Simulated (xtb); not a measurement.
dimethyl thioether (C2H6S), singlet, geometry from GFN2-xTB, atoms displaced at random by about 0.1 Å a coordinate; GFN1-xTB run with xtb 6.7.1.

Here is a job for xtb.
```
$ xtb mol.xyz --gfn 1 --opt vtight --json

# file mol.xyz
9

C      0.09015464     1.26447793    -0.39627263
S      0.03510131     0.09041656     0.62375447
C      0.05579423    -1.34411755    -0.58453074
H      0.05227372     2.13996769     0.11326732
H      0.87620913     1.33177781    -1.03293197
H     -0.86265315     1.33580831    -1.14241527
H      0.05880877    -2.12318182     0.25000625
H     -0.77174722    -1.39148706    -1.03852726
H      0.77414265    -1.18707527    -1.13893216
```

Output, abridged:

```
   ID    Z sym.   atoms
    1    6 C      1, 3
    2   16 S      2
    3    1 H      4-9

           -------------------------------------------------
          |                Calculation Setup                |
           -------------------------------------------------

           -------------------------------------------------
          |                 G F N 1 - x T B                 |
           -------------------------------------------------

          ...................................................
          :                      SETUP                      :
          :.................................................:
          :  # basis functions                  30          :
          :  # atomic orbitals                  29          :
          :  # shells                           19          :
          :  # electrons                        20          :
          :  # halogen bonds                     0          :
          :  max. iterations                   250          :
          :  Hamiltonian                  GFN1-xTB          :
          :  restarted?                      false          :
          :  GBSA solvation                  false          :
          :  PC potential                    false          :
          :  electronic temp.          300.0000000     K    :
          :  accuracy                    1.0000000          :
          :  -> integral cutoff          0.2500000E+02      :
          :  -> integral neglect         0.1000000E-07      :
          :  -> SCF convergence          0.1000000E-05 Eh   :
          :  -> wf. convergence          0.2000000E-04 e    :
          :  Broyden damping             0.4000000          :
          :  net charge                          0          :
          :  unpaired electrons                  0          :
          ...................................................

 iter      E             dE          RMSdq      gap      omega  full diag
   1    -11.2669237 -0.112669E+02  0.698E+00    4.85       0.0  T
   2    -11.2767339 -0.981020E-02  0.419E+00    5.05       1.0  T
   3    -11.2771566 -0.422709E-03  0.632E-01    4.99       1.0  T
   4    -11.2779573 -0.800761E-03  0.105E-01    5.04       1.0  T
   5    -11.2780047 -0.474198E-04  0.160E-02    5.03       2.1  T
   6    -11.2780054 -0.698421E-06  0.606E-03    5.03       5.5  T
   7    -11.2780056 -0.111876E-06  0.128E-03    5.03      26.0  T
   8    -11.2780056 -0.543727E-08  0.213E-04    5.03     156.7  T
   9    -11.2780056 -0.118204E-09  0.656E-05    5.03     507.9  T
  10    -11.2780056 -0.118252E-10  0.600E-06    5.03    5558.7  T

   *** convergence criteria satisfied after 10 iterations ***

         :::::::::::::::::::::::::::::::::::::::::::::::::::::
         ::                     SUMMARY                     ::
         :::::::::::::::::::::::::::::::::::::::::::::::::::::
         :: total energy             -11.045651394753 Eh    ::
         :: gradient norm              0.439810832379 Eh/a0 ::
         :: HOMO-LUMO gap              5.028864417437 eV    ::
         ::.................................................::
         :: SCC energy               -11.278005555609 Eh    ::
         :: -> electrostatic           0.002989645133 Eh    ::
         :: repulsion energy           0.234745358352 Eh    ::
         :: dispersion energy         -0.002391197496 Eh    ::
         :: halogen bond corr.         0.000000000000 Eh    ::
         :: add. restraining           0.000000000000 Eh    ::
         :: total charge              -0.000000000000 e     ::
         :::::::::::::::::::::::::::::::::::::::::::::::::::::

      -----------------------------------------------------------
     |                   =====================                   |
     |                        A N C O P T                        |
     |                   =====================                   |
     |               Approximate Normal Coordinate               |
[...]
 * total energy  :   -11.1506160 Eh     change       -0.5700894E-03 Eh
 * total energy  :   -11.1507932 Eh     change       -0.1771807E-03 Eh
 * total energy  :   -11.1508435 Eh     change       -0.5034686E-04 Eh
 * total energy  :   -11.1508549 Eh     change       -0.1138124E-04 Eh
 * total energy  :   -11.1508599 Eh     change       -0.4962288E-05 Eh
 * total energy  :   -11.1508632 Eh     change       -0.3314472E-05 Eh
 * total energy  :   -11.1508670 Eh     change       -0.3801780E-05 Eh
 * total energy  :   -11.1508697 Eh     change       -0.2738290E-05 Eh
 * total energy  :   -11.1508721 Eh     change       -0.2360367E-05 Eh
 * total energy  :   -11.1508733 Eh     change       -0.1226204E-05 Eh
 * total energy  :   -11.1508735 Eh     change       -0.2514356E-06 Eh
 * total energy  :   -11.1508736 Eh     change       -0.7566362E-07 Eh
   *** GEOMETRY OPTIMIZATION CONVERGED AFTER 16 ITERATIONS ***
         :: total energy             -11.150873619326 Eh    ::
[...]

    * Orbital Energies and Occupations

         #    Occupation            Energy/Eh            Energy/eV
      -------------------------------------------------------------
         1        2.0000           -0.8543618             -23.2484
         2        2.0000           -0.6327641             -17.2184
         3        2.0000           -0.6266297             -17.0515
         4        2.0000           -0.5381906             -14.6449
         5        2.0000           -0.5352938             -14.5661
         6        2.0000           -0.5298745             -14.4186
         7        2.0000           -0.5172993             -14.0764
         8        2.0000           -0.4849034             -13.1949
         9        2.0000           -0.4679634             -12.7339
        10        2.0000           -0.3862940             -10.5116 (HOMO)
        11                         -0.1880373              -5.1168 (LUMO)
        12                         -0.1576116              -4.2888
        13                         -0.1049833              -2.8567
        14                         -0.1018812              -2.7723
        15                         -0.0777815              -2.1165
        16                         -0.0707727              -1.9258
        17                         -0.0552312              -1.5029
        18                         -0.0521698              -1.4196
        19                         -0.0175582              -0.4778
        20                         -0.0143562              -0.3907
        21                         -0.0136492              -0.3714
       ...                                ...                  ...
        29                          0.4505786              12.2609
      -------------------------------------------------------------
                  HL-Gap            0.1982567 Eh            5.3948 eV
             Fermi-level           -0.2871656 Eh           -7.8142 eV

  Mulliken/CM5 charges         n(s)   n(p)   n(d)
     1C    -0.02340 -0.15682   1.009  3.014  0.000
     2S    -0.12849 -0.17907   1.929  4.201 -0.001
     3C    -0.02341 -0.15684   1.009  3.014  0.000
     4H     0.03584  0.08917   0.964  0.000  0.000
     5H     0.02585  0.07853   0.974  0.000  0.000
     6H     0.02595  0.07865   0.974  0.000  0.000
     7H     0.03585  0.08917   0.964  0.000  0.000
     8H     0.02590  0.07860   0.974  0.000  0.000
     9H     0.02591  0.07861   0.974  0.000  0.000

Wiberg/Mayer (AO) data.
largest (>0.10) Wiberg bond orders for each atom

 ---------------------------------------------------------------------------
     #   Z sym  total        # sym  WBO       # sym  WBO       # sym  WBO
 ---------------------------------------------------------------------------
     1   6 C    3.989 --     2 S    0.994     5 H    0.992     6 H    0.992
                             4 H    0.988
     2  16 S    2.043 --     1 C    0.994     3 C    0.994
     3   6 C    3.989 --     2 S    0.994     9 H    0.992     8 H    0.992
                             7 H    0.988
     4   1 H    1.009 --     1 C    0.988
     5   1 H    1.011 --     1 C    0.992
     6   1 H    1.010 --     1 C    0.992
     7   1 H    1.009 --     3 C    0.988
     8   1 H    1.011 --     3 C    0.992
     9   1 H    1.011 --     3 C    0.992
 ---------------------------------------------------------------------------

Topologies differ in total number of bonds
Writing topology from bond orders to xtbtopo.mol

 dipole moment from electron density (au)
     X       Y       Z
  -0.0099  -0.0023  -0.5187  total (Debye):    1.319

optimized geometry written to: xtbopt.xyz

           -------------------------------------------------
          | TOTAL ENERGY              -11.150873619326 Eh   |
          | GRADIENT NORM               0.000104032627 Eh/α |
          | HOMO-LUMO GAP               5.394839802230 eV   |
           -------------------------------------------------

normal termination of xtb
```
